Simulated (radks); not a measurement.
Results of a calculation; reference values are marked as such.
Excited configurations of the krypton ion Kr+: one electron is placed in a higher orbital outside [Ar] 3d10 4s2 4p4. The ground configuration is [Ar] 3d10 4s2 4p5. Level of theory: Dirac Kohn-Sham, BLYP, spin-unpolarised, spherical densities, finite nucleus; open shells fill j = l - 1/2 first; Fermi nuclear charge, rms radius 4.1884 fm (a radial shooting solver on a logarithmic mesh with Libxc functionals). Excitation = E - E(ground); binding = E(ion) - E, where the ion is the core of charge +2; n* = 2/sqrt(2 binding) in atomic units, and the quantum defect is n - n*.

| outer orbital | excitation (eV) | binding (eV) | n* | quantum defect | eigenvalue (eV) | <r> (bohr) |
|---|---|---|---|---|---|---|
| 4d3/2 | 16.143 | 8.578 | 2.519 | 1.481 | -5.316 | 3.408 |
| 4f5/2 | 21.281 | 3.441 | 3.977 | 0.023 | -2.345 | 8.586 |
| 5s1/2 | 14.442 | 10.279 | 2.301 | 2.699 | -7.748 | 4.167 |
| 5d3/2 | 20.269 | 4.452 | 3.496 | 1.504 | -3.291 | 7.961 |
| 6p1/2 | 20.481 | 4.241 | 3.582 | 2.418 | -3.250 | 9.546 |
| 6d3/2 | 21.899 | 2.823 | 4.391 | 1.609 | -2.151 | 13.53 |
| 7s1/2 | 21.574 | 3.148 | 4.158 | 2.842 | -2.487 | 13.47 |

Estimate the row for 6s1/2.

Answer. excitation (eV) 19.557; binding (eV) 5.165; n* 3.246; quantum defect 2.754; eigenvalue (eV) -4.020; <r> (bohr) 8.206. The Delta-SCF ionisation energy is 24.722 eV (NIST Atomic Spectra Database: 24.360 eV, measured). Self-interaction in the functional shifts the binding energies and quantum defects, so they are the method's values and not measured ones. Spin polarisation and multiplet splitting are left out, so open shells lie too high by an amount that depends on their filling.

Beside tabulated values, note that spin-unpolarised runs miss the spin-polarisation part of the exchange energy of open shells.
